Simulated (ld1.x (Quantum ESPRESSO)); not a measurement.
## tantalum (Ta), PAW: configuration errors across variants

ld1.x (Quantum ESPRESSO) 7.5 input, shortened:

```
&input
   title='Ta', zed=73., rel=1, dft='PZ', iswitch=3,
   config='[Xe] 4f14 5d3 6s2 6p0'
 /
 &inputp
   pseudotype=3, lpaw=.true., tm=.true., lloc=-1, rcloc=2.20,
   nlcc=.true., new_core_ps=.true.,
   which_augfun='BESSEL', rmatch_augfun=1.70
 /
6
6S  1  0   2.00   0.00  2.55  2.80  0.0
6S  1  0   0.00   3.05  2.55  2.80  0.0
6P  2  1   0.00   0.00  2.70  3.65  0.0
6P  2  1   0.00   0.30  2.70  3.65  0.0
5D  3  2   3.00   0.00  2.30  2.90  0.0
5D  3  2   0.00   3.60  2.30  2.90  0.0
 &test
   configts(1)='5d3 6s2 6p0'
 /
```

All-electron excitation energies from the reference (eV): (1) 5d3 6s1 6p0 8.702; (2) 5d3 6s0 6p0 24.010; (3) 5d2 6s0 6p0 47.938; (4) 5d3 6s1.5 6p0 3.563; (5) 5d3 6s0 6p1 13.889; (6) 5d1 6s0 6p0 83.301; (7) 5d4 6s1 6p0 2.092.

The default core radius of the base comes out at 1.75 bohr.

The overlap operator is not positive definite (basis up to 400 Ry) in “waves 6p (bound): rcut 2.70, rcutus 5.44 bohr; 6p channel at 0.3 Ry: rcut 2.70, rcutus 5.44 bohr”. Such files are unfit for use, however small their errors in these radial tests.

2 further variants failed, have other tests or too few solved ones, and are left out.

A true bound ghost makes a file unfit for plane-wave use even where its test errors are small: the radial tests pick states by their node count and pass the ghost by.

Errors AE − PS in meV (a dash: test not solved or not reliable):

```csv
change,(1),(2),(3),(4),(5),(6),(7),bound ghosts
base,-6.1,-20,-227,-2.1,-10,-973,-42,s
local potential all-electron potential smoothed inside 2.95 bohr (lloc = -1),-14,-77,-381,-3.5,-34,-1114,-27,none
"waves 6p (bound): rcut 2.70, rcutus 5.44 bohr; 6p channel at 0.3 Ry: rcut 2.70, rcutus 5.44 bohr",-6.0,-20,-227,-2.1,-24,-973,-42,"s (p not tested, overlap not positive)"
"augmentation PSQ, inside the norm-conserving radii",-3.8,-18,-225,-1.4,-7.9,-973,-24,s
local potential all-electron potential smoothed inside 1.70 bohr (lloc = -1),-4.3,-20,-226,-1.6,-11,-973,-22,"s, p"
core correction Bessel-smoothed model core inside 2.94 bohr,-4.7,-22,-230,-1.7,-11,-977,-33,s
"wave 6s channel at 3.05 Ry: rcut 2.55, rcutus 2.80 bohr becomes 6s channel at -0.18 Ry: rcut 2.55, rcutus 2.80 bohr",-8.0,-20,-227,-2.5,-10,-973,–,s
local potential all-electron potential smoothed inside 3.40 bohr (lloc = -1),-6.6,-36,-290,-2.0,-17,-1039,-27,none
```

Give the same row for: all radii but the core radius scaled by about 1.34 (s 3.74, p 4.88, d 3.88 bohr, rcut 3.42/3.62/3.08); local potential all-electron potential smoothed inside 2.94 bohr (lloc = -1); augmentation BESSEL, radius 2.28 bohr.

–, –, –, –, –, –, –; bound ghosts: none.
